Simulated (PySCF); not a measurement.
Species: [MoSF4]- (charge -1 and doublet state).
Z-matrix (Å and degrees, PBE0-D3(BJ)/def2-SVP geometry), rows numbered from 1:
```
Mo
S   1  2.1191
F   1  1.8972  2  108.76
F   1  1.8972  2  108.94  3   -90.01
F   1  1.8973  2  108.84  3   179.93
F   1  1.8970  2  108.85  3    89.96
```

Computed, not measured: PySCF, PBE0-D3(BJ)/def2-SVP geometry optimisation, gas phase, def2 core potentials past Kr.

Masses are those of the commonest isotopes; rigid-rotor values at the optimised geometry. 

Question: What are A, B and C (MHz)?

Answer: Ia = 244.98, Ib = 292.35, Ic = 292.51 u·Å²; 505379 MHz·u·Å²/I gives A = 2063, B = 1729, C = 1728 MHz.

Question: What kind of rotor is it?

Answer: A prolate symmetric top, as the point group C4v requires two equal moments; the computed ones differ by 0.05 % because the geometry is symmetric only within the optimiser's tolerance; Ray's κ = -0.994.

Question: Where do the R-branch lines fall?

Answer: The dipole of 0.49 D (about the centre of mass, as the species is charged) lies along the symmetry axis, so ΔK = 0 and J+1 ← J falls at 2B(J+1) for every K: 3.46 GHz, 6.91 GHz, 10.37 GHz, 13.83 GHz, 17.28 GHz for J = 0 to 4.

For this open shell read J as N, the rotation without spin; fine and hyperfine splittings come on top. No frequency check. ⟨S²⟩ = 0.760 (exact for a doublet: 0.75). The geometry's basis has no diffuse functions, a weakness for an anion. No vibrational averaging or centrifugal distortion is included, and the geometry carries the error of its method.

Hardware: Arm Neoverse V2, one thread, no GPU, shared host with 96 logical CPUs at a one-minute load of 58. Cost: 78 s wall, 0.45 GiB resident at most. That covers the optimisation of the geometry.
